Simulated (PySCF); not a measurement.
C7H9O2P.
Z-matrix (Å and degrees, PBE0-D3(BJ)/def2-SVP geometry), rows numbered from 1:
```
C 
C   1  1.5081
C   2  1.5596  1  118.16
P   3  1.7901  2   64.46  1  -110.90
O   4  1.4951  2  125.43  3  -110.77
C   4  1.7786  2  111.88  3   100.63
C   6  1.4364  4  132.00  2   -31.49
C   7  1.3608  6  105.59  4   179.56
O   8  1.3504  7  110.56  6     0.03
C   9  1.3415  8  107.72  7     0.07
H   1  1.0999  2  110.78  3   168.16
H   1  1.1007  2  110.93  3    49.07
H   1  1.1021  2  111.20  3   -71.41
H   2  1.0975  1  115.00  3   140.14
H   3  1.0953  2  118.49  4  -112.80
H   3  1.0963  2  115.19  4   107.93
H   7  1.0878  6  127.77  4    -0.62
H   8  1.0869  7  133.18  6   179.89
H  10  1.0869  6  131.96  4     0.58
```

All values: PBE0/pcSseg-1 (PySCF, non-relativistic), on one gas-phase PBE0-D3(BJ)/def2-SVP geometry that isn't relaxed in the solvent. The solvent is an IEF-PCM continuum (cavity from Bondi-type radii × 1.2). Specific hydrogen bonds and non-electrostatic terms are outside this model.

| run | E − E(gas) (kJ/mol) | HOMO (eV) | HOMO–LUMO gap (eV) | dipole (D) |
| --- | --- | --- | --- | --- |
| gas | 0.00 | -6.85 | 6.49 | 4.18 |
| P | -29.08 | -6.85 | 6.59 | 5.22 |
| Q | -38.77 | -6.86 | 6.61 | 5.64 |

The runs were made in acetone and chloroform. Which run belongs to which solvent?

P = chloroform, Q = acetone. The dielectric constants are 4.711 (chloroform), 20.49 (acetone), and the energy falls further as ε rises. In this model the ground state sees the solvent through ε alone.

How constant is the ratio of the lowering to (ε − 1)/(2ε + 1)?

```
   solvent  (ε − 1)/(2ε + 1)  E − E(gas) (kJ/mol)  ratio (kJ/mol)  polarisation term (kJ/mol)
chloroform             0.356               -29.08           -81.7                      -32.81
   acetone             0.464               -38.77           -83.5                      -45.76
```

The ratio changes by +2.3 % in size from chloroform to acetone. The polarisation term is half the interaction of the solute with the induced surface charges.

On one thread of an Arm Neoverse N1, no GPU, shared host with 64 logical CPUs at a one-minute load of 61, this took 89 s wall and 1.2 GiB of memory at its peak. This is the whole shielding run at PBE0/pcSseg-1 in acetone, SCF included.
